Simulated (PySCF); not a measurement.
Assigning NMR signals

Geometry:
| atom | x (Å) | y (Å) | z (Å) |
| --- | --- | --- | --- |
| C1 | -2.684 | -0.345 | -0.342 |
| P2 | -1.177 | -0.240 | 0.728 |
| C3 | -0.495 | 1.360 | 0.059 |
| C4 | 0.910 | 1.631 | 0.594 |
| Si5 | 2.129 | 0.298 | 0.022 |
| F6 | 3.463 | 0.389 | 0.937 |
| C7 | 1.335 | -1.405 | 0.264 |
| C8 | -0.107 | -1.418 | -0.239 |
| H9 | -3.122 | -1.336 | -0.237 |
| H10 | -3.413 | 0.390 | -0.004 |
| H11 | -2.445 | -0.164 | -1.389 |
| H12 | -0.492 | 1.329 | -1.035 |
| H13 | -1.181 | 2.155 | 0.372 |
| H14 | 1.236 | 2.623 | 0.274 |
| H15 | 0.874 | 1.653 | 1.686 |
| H16 | 2.606 | 0.514 | -1.343 |
| H17 | 1.906 | -2.180 | -0.253 |
| H18 | 1.342 | -1.668 | 1.324 |
| H19 | -0.148 | -1.160 | -1.303 |
| H20 | -0.543 | -2.415 | -0.118 |

Level of theory: GFN2-xTB geometry, shielding tensors at PBE0/pcSseg-1 (GIAO), in PySCF 2.14.0 with density-fitted response routines (relativity neglected, single conformer, one averaged value for each set of equivalent atoms, no solvent).

Referencing at the same level of theory: 13C, 1H vs TMS.

(1) Assign these signals to the numbered atoms. 13C{1H} NMR (computed): δ 31.2 (CH2), 17.3 (CH3), 14.1 (CH2).

(2) Assign these signals to the numbered atoms. 1H NMR (300 MHz, computed): δ 5.18 (m, 1H), 1.95 (m, 2H), 1.49 (m, 2H), 1.24 (m, 2H), 1.02 (m, 2H), 0.96 (m, 3H).

Answers

(1) 
| δ (ppm) | atoms | environment | reason |
| --- | --- | --- | --- |
| 31.2 | C3/C8 | sp3 CH2 bonded to P | – |
| 17.3 | C1 | methyl carbon bonded to P | – |
| 14.1 | C4/C7 | sp3 CH2 bonded to Si | – |

(2) 
```tsv
δ (ppm)	atoms	environment	reason
5.18	H16	hydrogen on a silicon bonded to 2 C, F, in a 6-membered ring	–
1.95	H13/H20	hydrogen on an sp3 CH2 bonded to P	–
1.49	H14/H17	hydrogen on an sp3 CH2 bonded to Si	–
1.24	H15/H18	hydrogen on an sp3 CH2 bonded to Si	–
1.02	H12/H19	hydrogen on an sp3 CH2 bonded to P	–
0.96	H9/H10/H11	hydrogen on a methyl carbon bonded to P	–
```

H12/H19 and H9/H10/H11 lie closer than the usual error of such a calculation, so a measured spectrum could show them in the other order.

Splittings by 19F and 31P in the carbon and heteronuclear signals aren't shown, as no couplings were computed. Shifts are as computed. Against solution values, carbons near 30 ppm lie about +3 ppm off and those near 130 ppm about +5 ppm. Of 1211 compounds with measured shifts, 218 miss one by over three times the rms of a fit or turn the order of signals round; such compounds aren't used in these exercises. Multiplicities follow the n + 1 count of equivalent neighbours, as no J values were calculated; m marks all less simple cases, F and P coupling included.
